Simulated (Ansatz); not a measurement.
Two isomers of C3H9AlSi: A = `C=[CH][AlH][CH2][SiH3]`, B = `C/[C]([AlH2])=C\[SiH3]`.

Program: Ansatz. Geometries: PBE0-D4/def2-TZVP. ΔE: electronic, gas phase. CBS: MP2 limit from def2 TZ/QZ plus the TZ coupled-cluster correction, frozen cores. DFT in def2-TZVPP. B3LYP here is the variant with VWN-RPA as its local correlation; programs differ in this. One conformer a species, not always the lowest.

(1) Which isomer does CCSD(T)/CBS put lower? Give the gap. (Estimate.)

(2) Give E(B) − E(A) in kcal/mol with PBE-D4, PBE0-D4, ωB97M-V, HF/def2-TZVPP, CCSD/def2-TZVPP, B3LYP-D4, CCSD(T)/def2-TZVPP. (An estimate is asked.)

Largest T1 diagnostic: 0.012.

Results:

(1) Computed: A, by 13.7 kcal/mol.

(2) Ansatz gave: PBE-D4 12.0, PBE0-D4 12.7, ωB97M-V 13.7, HF/def2-TZVPP 13.3, CCSD/def2-TZVPP 13.6, B3LYP-D4 12.4, CCSD(T)/def2-TZVPP 13.4. None reverses the order clearly.
